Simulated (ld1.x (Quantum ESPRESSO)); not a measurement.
Building the TM potential for Mn (Z = 25) (PBE, scalar-relativistic).

ld1.x (Quantum ESPRESSO) 7.5 was run on this input:

```
&input
   title='Mn', zed=25., rel=1, dft='PBE', iswitch=3,
   config='[Ar] 3d5 4s2 4p0 4f-2',
   nld=4, rlderiv=1.40, eminld=-8.0, emaxld=5.0, deld=0.04
 /
 &inputp
   pseudotype=2, tm=.true., lloc=-1, rcloc=0.80,
   nlcc=.true., new_core_ps=.true.,
   file_pseudopw='Mn.UPF', file_wfcaegen='ae.wfc', file_wfcncgen='nc.wfc', file_beta='beta', file_chi='chi'
 /
4
3S  1  0   2.00   0.00  1.05  1.05  0.0
3P  2  1   6.00   0.00  1.20  1.20  0.0
3D  3  2   5.00   0.00  1.05  1.05  0.0
4F  4  3  -2.00   0.25  1.30  1.30  0.0
 &test
   configts(1)='3s2 3p6 3d5 4s2 4p0'
 /
```

Command:

```bash
ld1.x < Mn.in > Mn.out
```

Output (shortened: banner, matrices, multipoles, cross overlaps and the repeated all-electron block are left out):

```
Program LD1 v.7.5
     --------------------------- All-electron run ----------------------------

     Mn
     scalar relativistic calculation

     atomic number is 25.00
     dft =PBE   lsd =0 sic =0 latt =0  beta=0.20 tr2=1.0E-14
     Exchange-correlation= PBE
                           (   1   4   3   4   0   0   0)
     mesh =1187 r(mesh) = 100.09544 a.u. xmin = -7.00 dx = 0.01250
     1 Ry =  13.60569312 eV, c = 137.03599908

     n l     nl                  e(Ry)          e(Ha)          e(eV)
     1 0     1S 1( 2.00)      -472.5632      -236.2816     -6429.5493
     2 0     2S 1( 2.00)       -54.6792       -27.3396      -743.9485
     2 1     2P 1( 6.00)       -46.3180       -23.1590      -630.1890
     3 0     3S 1( 2.00)        -6.3120        -3.1560       -85.8792
     3 1     3P 1( 6.00)        -4.0125        -2.0063       -54.5931
     3 2     3D 1( 5.00)        -0.4977        -0.2488        -6.7709
     4 0     4S 1( 2.00)        -0.3753        -0.1877        -5.1069
     4 1     4P 1( 0.00)        -0.1007        -0.0504        -1.3704

     final scf error:  4.0E-15 reached in  30 iterations

     Etot =   -2316.594182 Ry,   -1158.297091 Ha,  -31518.869530 eV

     Ekin =    2342.158424 Ry,    1171.079212 Ha,   31866.688766 eV
     Encl =   -5530.002709 Ry,   -2765.001355 Ha,  -75239.519833 eV
     Eh   =     975.096519 Ry,     487.548260 Ha,   13266.864008 eV
     Exc  =    -103.846416 Ry,     -51.923208 Ha,   -1412.902472 eV

     normalization and overlap integrals

     s(1S/1S) =  1.000000  <r> =   0.0609  <r2> =    0.0050  r(max) =   0.0400
     s(2S/2S) =  1.000000  <r> =   0.2794  <r2> =    0.0922  r(max) =   0.2331
     s(2P/2P) =  1.000000  <r> =   0.2471  <r2> =    0.0751  r(max) =   0.1885
     s(3S/3S) =  1.000000  <r> =   0.8515  <r2> =    0.8370  r(max) =   0.7361
     s(3P/3P) =  1.000000  <r> =   0.9042  <r2> =    0.9647  r(max) =   0.7547
     s(3D/3D) =  1.000000  <r> =   1.2233  <r2> =    2.0288  r(max) =   0.7642
     s(4S/4S) =  1.000000  <r> =   3.0940  <r2> =   11.1372  r(max) =   2.5058
     s(4P/4P) =  1.000000  <r> =   4.5354  <r2> =   24.7127  r(max) =   3.4251

     ------------------------ End of All-electron run ------------------------

     --------------------- Generating NC pseudopotential ---------------------

      Generating local potential from pseudized AE potential:
      Matching radius rcloc =   0.8000

      Local pseudo, rcloc= 0.803 Estimated cut-off energy=    37.93 Ry

      Computing core charge for nlcc:

       r > 0.42 : true rho core
      Core charge pseudized with two Bessel functions
      Integrated core pseudo-charge :   8.87

      Wfc   3S  rcut= 1.058  Using Troullier-Martins method

      Wfc   3P  rcut= 1.199  Using Troullier-Martins method

      Wfc   3D  rcut= 1.058  Using Troullier-Martins method

      Wfc   4F  rcut= 1.292  Using Troullier-Martins method

     ------------------- End of pseudopotential generation -------------------

     Computing logarithmic derivative in   1.40129
     Computing logarithmic derivative in   1.40129
     Computing the partial wave expansion
     R is outside the sphere for l=    0 j= 0.00
     R is outside the sphere for l=    1 j= 0.00
     R is outside the sphere for l=    2 j= 0.00
     R is outside the sphere for l=    3 j= 0.00

     ---------------------- Testing the pseudopotential ----------------------

     Mn
     scalar relativistic calculation

     atomic number is 25.00   valence charge is 15.00
     dft =PBE   lsd =0 sic =0 latt =0  beta=0.20 tr2=1.0E-14
     mesh =1187 r(mesh) = 100.09544 xmin = -7.00 dx = 0.01250

     n l     nl             e AE (Ry)        e PS (Ry)    De AE-PS (Ry)
     1 0     3S   1( 2.00)       -6.31200       -6.31205        0.00005
     2 1     3P   1( 6.00)       -4.01252       -4.01254        0.00003
     3 2     3D   1( 5.00)       -0.49765       -0.49764       -0.00001
     2 0     4S   1( 2.00)       -0.37535       -0.39413        0.01878  !
     3 1     4P   1( 0.00)       -0.10072       -0.10160        0.00088

     eps = 5.8E-15  iter = 18

     Etot =   -2316.594182 Ry,   -1158.297091 Ha,  -31518.869530 eV
     Etotps =  -242.635331 Ry,    -121.317665 Ha,   -3301.221848 eV

     Ekin =     106.187126 Ry,      53.093563 Ha,    1444.749446 eV
     Encl =    -487.201572 Ry,    -243.600786 Ha,   -6628.715078 eV
     Ehrt =     175.287207 Ry,      87.643604 Ha,    2384.903950 eV
     Ecxc =     -58.525121 Ry,     -29.262561 Ha,    -796.274837 eV
     (Ecc =     -33.384013 Ry,     -16.692006 Ha,    -454.212633 eV)
     Epseu=      21.617030 Ry,      10.808515 Ha,     294.114671 eV

     ---------------------- End of pseudopotential test ----------------------
```

ld1.x takes every shell without a wave as core, so the model core holds the 4s electrons as well and exchange and correlation see them twice. This cancels in the reference configuration, but the file is broken for other ones, and its errors say nothing about a proper core correction.

Generation and configuration tests took about 3.8 s on one core of a shared server CPU.

Transferability test of the new file with ld1.x, input:

```
&input
   title='Mn', zed=25., rel=1, dft='PBE', iswitch=2,
   config='[Ar] 3d5 4s2 4p0 4f-2'
 /
 &test
   file_pseudo='Mn.UPF', nconf=8,
   configts(1)='3s2 3p6 3d5 4s2 4p0',
   configts(2)='3s2 3p6 3d5 4s1 4p0',
   configts(3)='3s2 3p6 3d5 4s0 4p0',
   configts(4)='3s2 3p6 3d4 4s0 4p0',
   configts(5)='3s2 3p6 3d4 4s2 4p1',
   configts(6)='3s2 3p6 3d5 4s1.5 4p0',
   configts(7)='3s2 3p6 3d6 4s0 4p0',
   configts(8)='3s2 3p6 3d5 4s0 4p1'
 /
```

```bash
ld1.x < Mn.test.in > Mn.test.out
```

Pseudopotential blocks of its output, shortened (energy terms left out):

```
     ---------------------- Testing the pseudopotential ----------------------

     n l     nl             e AE (Ry)        e PS (Ry)    De AE-PS (Ry)
     1 0     3S   1( 2.00)       -6.31200       -6.31205        0.00005
     2 1     3P   1( 6.00)       -4.01252       -4.01254        0.00003
     3 2     3D   1( 5.00)       -0.49765       -0.49764       -0.00001
     2 0     4S   1( 2.00)       -0.37535       -0.39413        0.01878  !
     3 1     4P   1( 0.00)       -0.10072       -0.10160        0.00088

     eps = 5.8E-15  iter = 18

     Etot =   -2316.594182 Ry,   -1158.297091 Ha,  -31518.869530 eV
     Etotps =  -242.635331 Ry,    -121.317665 Ha,   -3301.221848 eV

     ---------------------- End of pseudopotential test ----------------------

          ---------------------- Testing the pseudopotential ----------------------

     n l     nl             e AE (Ry)        e PS (Ry)    De AE-PS (Ry)
     1 0     3S   1( 2.00)       -6.91644       -6.94406        0.02762  !
     2 1     3P   1( 6.00)       -4.61791       -4.64473        0.02683  !
     3 2     3D   1( 5.00)       -1.09569       -1.12201        0.02632  !
     2 0     4S   1( 1.00)       -0.87298       -0.92777        0.05478  !
     3 1     4P   1( 0.00)       -0.52869       -0.56059        0.03190  !

     eps = 1.1E-15  iter = 15

     Etot =   -2315.975618 Ry,   -1157.987809 Ha,  -31510.453542 eV
     Etotps =  -241.980884 Ry,    -120.990442 Ha,   -3292.317644 eV
     dEtot_ae =       0.618564 Ry
     dEtot_ps =       0.654447 Ry,   Delta E=      -0.035883 Ry

     ---------------------- End of pseudopotential test ----------------------

          ---------------------- Testing the pseudopotential ----------------------

     n l     nl             e AE (Ry)        e PS (Ry)    De AE-PS (Ry)
     1 0     3S   1( 2.00)       -7.62193       -7.67983        0.05790  !
     2 1     3P   1( 6.00)       -5.32345       -5.37956        0.05611  !
     3 2     3D   1( 5.00)       -1.78734       -1.84312        0.05578  !
     2 0     4S   1( 0.00)       -1.42860       -1.52688        0.09828  !
     3 1     4P   1( 0.00)       -1.02115       -1.09712        0.07598  !

     eps = 2.6E-15  iter =  9

     Etot =   -2314.829120 Ry,   -1157.414560 Ha,  -31494.854637 eV
     Etotps =  -240.758121 Ry,    -120.379061 Ha,   -3275.681114 eV
     dEtot_ae =       1.765062 Ry
     dEtot_ps =       1.877209 Ry,   Delta E=      -0.112147 Ry

     ---------------------- End of pseudopotential test ----------------------

          ---------------------- Testing the pseudopotential ----------------------

     n l     nl             e AE (Ry)        e PS (Ry)    De AE-PS (Ry)
     1 0     3S   1( 2.00)       -8.95436       -9.01549        0.06113  !
     2 1     3P   1( 6.00)       -6.63637       -6.69593        0.05956  !
     3 2     3D   1( 4.00)       -3.02839       -3.08636        0.05797  !
     2 0     4S   1( 0.00)       -2.21721       -2.34954        0.13233  !
     3 1     4P   1( 0.00)       -1.72124       -1.81684        0.09560  !

     eps = 8.0E-15  iter =  9

     Etot =   -2312.438988 Ry,   -1156.219494 Ha,  -31462.335241 eV
     Etotps =  -238.310661 Ry,    -119.155330 Ha,   -3242.381719 eV
     dEtot_ae =       4.155194 Ry
     dEtot_ps =       4.324670 Ry,   Delta E=      -0.169476 Ry

     ---------------------- End of pseudopotential test ----------------------

          ---------------------- Testing the pseudopotential ----------------------

     n l     nl             e AE (Ry)        e PS (Ry)    De AE-PS (Ry)
     1 0     3S   1( 2.00)       -6.84694       -6.83406       -0.01287  !
     2 1     3P   1( 6.00)       -4.53200       -4.52019       -0.01182  !
     3 2     3D   1( 4.00)       -0.95515       -0.94289       -0.01226  !
     2 0     4S   1( 2.00)       -0.52826       -0.54960        0.02134  !
     3 1     4P   1( 1.00)       -0.19277       -0.18671       -0.00606  !

     eps = 1.3E-15  iter = 20

     Etot =   -2316.020807 Ry,   -1158.010403 Ha,  -31511.068361 eV
     Etotps =  -242.064957 Ry,    -121.032478 Ha,   -3293.461517 eV
     dEtot_ae =       0.573375 Ry
     dEtot_ps =       0.570374 Ry,   Delta E=       0.003001 Ry

     ---------------------- End of pseudopotential test ----------------------

          ---------------------- Testing the pseudopotential ----------------------

     n l     nl             e AE (Ry)        e PS (Ry)    De AE-PS (Ry)
     1 0     3S   1( 2.00)       -6.60031       -6.61355        0.01323  !
     2 1     3P   1( 6.00)       -4.30135       -4.31423        0.01288  !
     3 2     3D   1( 5.00)       -0.78360       -0.79615        0.01255  !
     2 0     4S   1( 1.50)       -0.61587       -0.65120        0.03533  !
     3 1     4P   1( 0.00)       -0.30421       -0.31881        0.01461  !

     eps = 9.6E-15  iter = 15

     Etot =   -2316.347180 Ry,   -1158.173590 Ha,  -31515.508893 eV
     Etotps =  -242.374896 Ry,    -121.187448 Ha,   -3297.678452 eV
     dEtot_ae =       0.247002 Ry
     dEtot_ps =       0.260435 Ry,   Delta E=      -0.013433 Ry

     ---------------------- End of pseudopotential test ----------------------

          ---------------------- Testing the pseudopotential ----------------------

     n l     nl             e AE (Ry)        e PS (Ry)    De AE-PS (Ry)
     1 0     3S   1( 2.00)       -6.53895       -6.58824        0.04929  !
     2 1     3P   1( 6.00)       -4.25272       -4.29999        0.04726  !
     3 2     3D   1( 6.00)       -0.78680       -0.83325        0.04645  !
     2 0     4S   1( 0.00)       -0.76259       -0.82974        0.06716  !
     3 1     4P   1( 0.00)       -0.45155       -0.50053        0.04898  !

     eps = 3.4E-15  iter = 11

     Etot =   -2316.093436 Ry,   -1158.046718 Ha,  -31512.056536 eV
     Etotps =  -242.074448 Ry,    -121.037224 Ha,   -3293.590655 eV
     dEtot_ae =       0.500746 Ry
     dEtot_ps =       0.560882 Ry,   Delta E=      -0.060137 Ry

     ---------------------- End of pseudopotential test ----------------------

          ---------------------- Testing the pseudopotential ----------------------

     n l     nl             e AE (Ry)        e PS (Ry)    De AE-PS (Ry)
     1 0     3S   1( 2.00)       -7.02012       -7.05749        0.03737  !
     2 1     3P   1( 6.00)       -4.72143       -4.75725        0.03582  !
     3 2     3D   1( 5.00)       -1.19349       -1.22768        0.03419  !
     2 0     4S   1( 0.00)       -0.93310       -0.99113        0.05803  !
     3 1     4P   1( 1.00)       -0.58061       -0.61038        0.02976  !

     eps = 7.7E-15  iter = 13

     Etot =   -2315.627226 Ry,   -1157.813613 Ha,  -31505.713420 eV
     Etotps =  -241.606814 Ry,    -120.803407 Ha,   -3287.228173 eV
     dEtot_ae =       0.966956 Ry
     dEtot_ps =       1.028516 Ry,   Delta E=      -0.061560 Ry

     ---------------------- End of pseudopotential test ----------------------
```
